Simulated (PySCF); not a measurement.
Species: C₆H₇FOP₂Si.
Atom-mapped SMILES: `[CH3:1][C:2](=[O:3])[c:4]1[p:5][cH:6][p:7][c:8]([SiH3:9])[c:10]1[F:11]`

Cartesian coordinates in Å at the GFN2-xTB level; atoms count from 1:
```
atom  x, y, z in Å
C1     2.7668   -0.8562   -0.2271
C2     2.2384    0.5339   -0.0453
O3     2.9759    1.4926    0.0828
C4     0.7833    0.8054   -0.0376
P5     0.5679    2.5504   -0.1419
C6    -1.1522    2.7075   -0.0973
P7    -2.4329    1.5517    0.0192
C8    -1.6003    0.0235    0.0954
Si9   -2.6352   -1.5643    0.2440
C10   -0.2311   -0.1367    0.0600
F11    0.1550   -1.4446    0.1588
H12    2.5460   -1.4529    0.6565
H13    3.8441   -0.8111   -0.3674
H14    2.2995   -1.3398   -1.0818
H15   -1.4986    3.7358   -0.1564
H16   -4.0349   -1.1421    0.2400
H17   -2.3272   -2.4134   -0.9062
H18   -2.2733   -2.2333    1.4927
```

NICS is the negative of the GIAO shielding at a point without a nucleus: at the ring centre (0) and 1 Å above and below it (1); zz is the component along the ring normal. Level: GIAO PBE0/pcSseg-1 (PySCF, non-relativistic, gas phase) on the GFN2-xTB geometry, one conformer.

Ring bond lengths (Å), with Mayer bond orders in brackets: C4–P5 1.761 (1.29), P5–C6 1.728 (1.31), C6–P7 1.729 (1.29), P7–C8 1.742 (1.31), C8–C10 1.379 (1.39), C10–C4 1.388 (1.30).

**Question.** What do the NICS probes read (ppm)?

**Answer.** 
```csv
ring,type,NICS(0),"NICS(1), two faces","NICS(1)zz, two faces",rms pucker (Å),"centre to ring atoms, mean (Å)"
C4–P5–C6–P7–C8–C10,6-membered ring with 2 P; formal bonds all aromatic,-7.0,-9.6 / -9.5,-21.8 / -21.5,0.00,1.61
```

**Question.** What can be read from them?

**Answer.** 
- C4–P5–C6–P7–C8–C10: mean NICS(1)zz -21.6 ppm, shielded.

**Question.** And the bond-length index? HOMA = 1 − mean of α(R − Ropt)² over the ring bonds, with Krygowski's 1993 parameters (CC: Ropt 1.388 Å, α 257.7 Å⁻²; CP: Ropt 1.698 Å, α 118.91 Å⁻²).

**Answer.** 
- C4–P5–C6–P7–C8–C10: HOMA 0.84; the largest term is that of C4–P5, α(R − Ropt)² = 0.48.

**Question.** Give the inner angles of the rings and the Hirshfeld charges of the ring atoms.

**Answer.** 
- C4–P5–C6–P7–C8–C10: C4 126.0° (-0.095 e), P5 102.1° (+0.170 e), C6 132.7° (-0.178 e), P7 103.6° (+0.146 e), C8 125.1° (-0.170 e), C10 130.4° (+0.099 e); sum 720.0° against 720° for a flat convex ring.
